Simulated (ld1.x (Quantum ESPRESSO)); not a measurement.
Ranking ultrasoft potentials for Al (Z = 13)

All share these settings but for the change named:

ld1.x (Quantum ESPRESSO) 7.5 input, shortened:

```
&input
   title='Al', zed=13., rel=0, dft='PBESOL', iswitch=3,
   config='[Ne] 3s1 3p0 3d-2'
 /
 &inputp
   pseudotype=3, tm=.true., lloc=-2, rcloc=1.90,
   nlcc=.false.,
   which_augfun='PSQ', rmatch_augfun=1.60
 /
6
3S  1  0   1.00   0.00  1.60  2.10  0.0
3S  1  0   0.00   0.35  1.60  2.10  0.0
3P  2  1   0.00   0.00  1.50  1.95  0.0
3P  2  1   0.00  -0.45  1.50  1.95  0.0
3D  3  2  -2.00   0.30  1.90  2.40  0.0
3D  3  2  -2.00   2.15  1.90  2.40  0.0
 &test
   configts(1)='3s1 3p0'
 /
```

Test errors are all-electron minus pseudo excitation energies from the reference, over 3s2 3p1; 3s2 3p0; 3s2 3p0.5; 3s0 3p3; 3s1 3p1; 3s1 3p2; 3s2 3p1.3. None of these files shows a bound ghost.

The base gives 22.5 meV.

Of 7 variants that were run, those that failed, showed a ghost or another fault, or gave nearly equal values are left out.

(1) Rank these variants by their largest absolute test error, smallest first.
A. all radii scaled by about 0.84 (s 1.76, p 1.64, d 2.02 bohr, rcut 1.34/1.26/1.60); local potential all-electron potential smoothed inside 1.60 bohr (lloc = -2); augmentation PSQ, radius 1.34 bohr
B. all radii scaled by about 1.10 (s 2.30, p 2.14, d 2.64 bohr, rcut 1.76/1.64/2.08); local potential all-electron potential smoothed inside 2.08 bohr (lloc = -2); augmentation PSQ, radius 1.76 bohr
C. all radii scaled by about 0.96 (s 2.02, p 1.88, d 2.30 bohr, rcut 1.54/1.44/1.82); local potential all-electron potential smoothed inside 1.82 bohr (lloc = -2); augmentation PSQ, radius 1.54 bohr

Results:

(1) B (18.5 meV), C (25.4 meV), A (32.2 meV).
